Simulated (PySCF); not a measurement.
**TeN: frontier orbitals**

PW91 at R = 1.867 Å; PySCF, spin-free X2C with a Gaussian nucleus, basis sets Te x2c-TZVPPall, N x2c-TZVPPall. State: ²Π (doublet), unpaired electrons π ↑. Only the outer orbitals are listed, counted within each symmetry.

| spin | orbital | occ. | ε (eV) | on Te (%) | main shells (%) |
| --- | --- | --- | --- | --- | --- |
| α | 11σ | 1 | -20.29 | 32 | 63 N s, 26 Te s |
| α | 12σ | 1 | -14.25 | 75 | 68 Te s, 24 N s |
| α | 6π | 1 | -8.06 | 45 | 54 N p, 44 Te p |
| α | 6π | 1 | -8.04 | 50 | 49 N p, 49 Te p |
| α | 13σ | 1 | -8.03 | 36 | 54 N p, 33 Te p, 10 N s |
| α | 7π | 1 | -4.95 | 60 | 56 Te p, 40 N p |
| α | 7π | 0 | -4.85 | 56 | 51 Te p, 44 N p |
| α | 14σ | 0 | -1.14 | 94 | 78 Te p, 21 N p, 9 Te d |
| α | 3δ | 0 | 4.19 | 100 | 100 Te d |
| β | 11σ | 1 | -19.67 | 38 | 56 N s, 31 Te s |
| β | 12σ | 1 | -13.80 | 71 | 63 Te s, 28 N s |
| β | 6π | 1 | -7.79 | 59 | 58 Te p, 40 N p |
| β | 13σ | 1 | -7.70 | 36 | 52 N p, 33 Te p, 12 N s |
| β | 6π | 1 | -7.09 | 64 | 62 Te p, 36 N p |
| β | 7π | 0 | -4.51 | 47 | 53 N p, 42 Te p |
| β | 7π | 0 | -3.67 | 44 | 56 N p, 38 Te p |
| β | 14σ | 0 | -0.93 | 93 | 76 Te p, 22 N p, 9 Te d |

Task: Which are the highest filled and the lowest empty level, where do they sit, and how wide is the gap?

Result: Highest filled α 7π at -4.95 eV (in %: 56 Te p, 40 N p); lowest empty α 7π at -4.85 eV (in %: 51 Te p, 44 N p); the gap at PW91 is 0.10 eV. Both belong to one degenerate shell, split only by its one-sided filling, so this is no excitation gap.

```json
{"bond order (Mayer)": "2.48", "⟨S²⟩": "0.761", "charge on Te (Mulliken, basis-dependent)": "0.35", "charge on Te (Löwdin, basis-dependent)": "0.51", "dipole moment (positive dipole means Te(−)N(+))": "-2.71 D"}
```

Spin–orbit coupling is left out. The state is the lowest determinant that a PBE0 search found; another state may lie lower at other levels.
